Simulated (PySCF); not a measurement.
Calculation: B3LYP-D3(BJ)/def2-TZVP // PBE0-D4/def2-TZVP run with PySCF 2.14.0. All species are isolated molecules in the gas phase. One relaxed conformer stands for a flexible species; it need not be the lowest. B3LYP has the VWN-RPA correlation part, as in Gaussian. Delta-SCF ions had no search for a lower state. Excitations are Tamm–Dancoff values on a coarser integration grid. The basis has no diffuse functions, so Rydberg states are missing or too high.

Reference species (SMILES): `[SiH3]Cl` (neutral, multiplicity 1).

| Quantity | Result |
|---|---|
| HOMO | -8.77 eV |
| T1 excitation (TDA) | 6.90 eV |
| HOMO–LUMO gap | 8.48 eV |
| vertical ionisation energy (Delta-SCF) | 11.43 eV |

Changed species: `OB(O)[SiH2]Cl` (X = borono; the reference has X = H).

Problem. What does the change do to the HOMO, T1 excitation (TDA), HOMO–LUMO gap and vertical ionisation energy (Delta-SCF)?

Solution. the HOMO rises by 0.78 eV, to -7.99 eV; the T1 excitation (TDA) falls by 1.61 eV, to 5.29 eV; the HOMO–LUMO gap falls by 1.27 eV, to 7.21 eV; the vertical ionisation energy (Delta-SCF) falls by 1.19 eV, to 10.24 eV.
